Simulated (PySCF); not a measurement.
# From computed data to an observable: entropy of an ideal gas

C3H2N3, SMILES c1n[c]ncn1, multiplicity 2.

Geometry: B3LYP-D3(BJ)/def2-SVP. The isomer is the one that the SMILES or the coordinates give; other isomers of the formula were not compared.

PySCF with B3LYP-D3(BJ)/def2-SVP gives the harmonic wavenumbers 332, 393, 647, 712, 759, 964, 996, 1023, 1155, 1172, 1204, 1287, 1411, 1438, 1568, 1608, 3172, 3175 cm⁻¹ and the rotational temperatures 0.3406, 0.3102, 0.1623 K. The molar mass is 80.07 g/mol, the symmetry number 2, the spin multiplicity 2.

Q: Work out the entropy at 298.15 K and 1 atm in the rigid-rotor, harmonic-oscillator model.

A: 
Translation (Sackur–Tetrode at 1 atm): S = R[1.5 ln M + 2.5 ln T − 1.16487] = 163.4 J/(mol K).
Rotation: q = (√π/σ) T^1.5/√(θA θB θC) = 34800, S = R[ln q + 3/2] = 99.4 J/(mol K).
Vibration: with u = 1.4388 ν/T, each mode gives R[u/(e^u − 1) − ln(1 − e^−u)]:
```
ν (cm⁻¹)  modes     u  S (J/(mol K))
--------  -----  ----  -------------
332           1  1.60           5.23
393           1  1.90           4.14
647           1  3.12           1.57
712           1  3.44           1.22
759           1  3.66           1.02
964           1  4.65           0.45
996           1  4.81           0.40
1023          1  4.94           0.36
1155          1  5.57           0.21
1172          1  5.66           0.19
1204          1  5.81           0.17
1287          1  6.21           0.12
1411          1  6.81           0.07
1438          1  6.94           0.06
1568          1  7.57           0.04
1608          1  7.76           0.03
```
The stiffer modes add less than 0.005 each. Sum 15.3 J/(mol K).
Spin: R ln 2 = 5.8 J/(mol K).
Total 283.9 J/(mol K); the program's own thermochemistry gives 283.9. Translation makes up 58 % and vibration 5 %. Anharmonicity, hindered rotation and orbital degeneracy are left out.
